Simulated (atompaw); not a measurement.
# An all-electron radial function and its pseudo partner (chromium (Cr))

Columns: radius, all-electron u(r) and pseudo u(r) of the 3p shell (level -46.98 eV) of chromium in the configuration [Ne] 3s2 3p6 3d5 4s0.75 4p0; LDA (PW92), scalar-relativistic, PAW (atompaw) scheme, atompaw 4.2.0.5.

```json
{"r (bohr)": "0.073", "all-electron": "-0.3462", "pseudo": "0.0261"}
{"r (bohr)": "0.146", "all-electron": "-0.5660", "pseudo": "0.1016"}
{"r (bohr)": "0.219", "all-electron": "-0.4608", "pseudo": "0.2186"}
{"r (bohr)": "0.292", "all-electron": "-0.1734", "pseudo": "0.3650"}
{"r (bohr)": "0.365", "all-electron": "0.1643", "pseudo": "0.5262"}
{"r (bohr)": "0.438", "all-electron": "0.4752", "pseudo": "0.6864"}
{"r (bohr)": "0.512", "all-electron": "0.7277", "pseudo": "0.8332"}
{"r (bohr)": "0.585", "all-electron": "0.9062", "pseudo": "0.9509"}
{"r (bohr)": "0.658", "all-electron": "1.0192", "pseudo": "1.0342"}
{"r (bohr)": "0.731", "all-electron": "1.0771", "pseudo": "1.0807"}
{"r (bohr)": "0.804", "all-electron": "1.0919", "pseudo": "1.0924"}
{"r (bohr)": "0.877", "all-electron": "1.0747", "pseudo": "1.0747"}
{"r (bohr)": "0.950", "all-electron": "1.0352", "pseudo": "1.0352"}
{"r (bohr)": "1.023", "all-electron": "0.9809", "pseudo": "0.9809"}
{"r (bohr)": "1.096", "all-electron": "0.9179", "pseudo": "0.9179"}
{"r (bohr)": "1.169", "all-electron": "0.8505", "pseudo": "0.8505"}
{"r (bohr)": "1.242", "all-electron": "0.7818", "pseudo": "0.7818"}
{"r (bohr)": "1.315", "all-electron": "0.7140", "pseudo": "0.7140"}
{"r (bohr)": "1.388", "all-electron": "0.6488", "pseudo": "0.6488"}
{"r (bohr)": "1.462", "all-electron": "0.5860", "pseudo": "0.5860"}
{"r (bohr)": "1.535", "all-electron": "0.5282", "pseudo": "0.5282"}
{"r (bohr)": "1.608", "all-electron": "0.4746", "pseudo": "0.4746"}
{"r (bohr)": "1.681", "all-electron": "0.4253", "pseudo": "0.4253"}
{"r (bohr)": "1.754", "all-electron": "0.3803", "pseudo": "0.3803"}
{"r (bohr)": "1.827", "all-electron": "0.3394", "pseudo": "0.3394"}
{"r (bohr)": "1.900", "all-electron": "0.3024", "pseudo": "0.3024"}
```

How many radial nodes do the two functions have?

The all-electron 3p function has n − l − 1 = 1; the pseudo-wave has 0, since the states of the same l below it are removed with the core.

At about which radius was the pseudo-wave matched?

0.95 bohr. The columns agree to 0.0005 from 0.80 bohr on; several derivatives are matched, so the curves merge somewhat inside the radius.

Is the pseudo-wave norm-conserving?

No, it belongs to a PAW set: the norm inside the radius is not constrained, and the difference is carried by the augmentation charge.
